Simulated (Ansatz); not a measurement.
Gas-phase electronic energies from Ansatz, PBE0-D4/def2-TZVP geometries. CCSD(T)/CBS adds triple-zeta CCSD(T) − MP2 to the extrapolated MP2 energy (def2 sets, frozen cores). Functionals use def2-TZVPP. For Se outer-core shells are correlated without core-valence functions, which leaves a few kJ/mol of doubt a bond. Scalar relativity is left out up to krypton. Each species was taken in one conformer, which may not be the lowest.

Consider the formal exchange of groups at the Si–Se bond: `C[SiH2][Se]C#N` + `CC(O)F` → `C[SiH2]C(O)F` + `C[Se]C#N`.

```
         level  ΔE (eV)
        PBE-D4     1.18
MP2/def2-TZVPP     1.26
```

Problem. What does CCSD(T)/CBS give? (Estimate.)

Solution. Ansatz gave: +1.25 eV. The listed levels differ from it by -0.07, 0.01 eV.

Largest T1 diagnostic among the species: 0.012.

From PBE to PBE0 (25 % exact exchange), in def2-TZVPP and without D4, ΔE moves by +0.08 eV.
